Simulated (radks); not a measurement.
Q: Species: the ytterbium ion Yb18+. Configuration: [Kr] 4d10 4f6. All-electron calculation, non-relativistic Kohn-Sham, TPSS, spin-polarised, spherical densities, point nucleus; open shells are filled with parallel spins first (spin-orbit coupling, left out, can overturn this in heavy ions); meta-GGA in the generalised Kohn-Sham scheme; relativity is left out, which matters for an element this heavy. Program: a radial shooting solver on a logarithmic mesh with Libxc functionals. Some entries of the table are withheld. Estimate them.

orbital,occ.,eigenvalue (eV),r(max) (bohr),<r^2> (bohr^2)
1s down,1,-57256.44,0.01436,0.0006262
1s up,1,-57256.42,0.01436,0.0006262
2s up,1,-9670.491,0.07836,0.009862
2s down,1,-9670.408,0.07836,0.009862
2p up,3,-9260.151,0.06093,0.007312
2p down,3,-9260.102,0.06093,0.007312
3s up,1,-2525.166,0.2163,0.06240
3s down,1,-2520.394,0.2161,0.06224
3p up,3,-2338.305,0.2042,0.05800
3p down,3,-2333.860,0.2040,0.05784
3d up,5,-1991.144,0.1621,0.04560
3d down,5,-1987.745,0.1619,0.04543
4s up,1,(1),0.4833,0.2927
4s down,1,(2),0.4833,0.2936
4p up,3,-757.0834,0.4843,0.3011
4p down,3,-749.1417,0.4844,0.3023
4d up,5,-617.2458,0.4797,0.3161
4d down,5,-609.1050,0.4799,0.3182
4f up,6,(3),(4),0.3330
4f down,0,(5),(6),0.3388

A: 
(1) 4s up eigenvalue (eV): -834.5237
(2) 4s down eigenvalue (eV): -826.6667
(3) 4f up eigenvalue (eV): -437.4071
(4) 4f up r(max) (bohr): 0.4324
(5) 4f down eigenvalue (eV): -428.7128
(6) 4f down r(max) (bohr): 0.4341
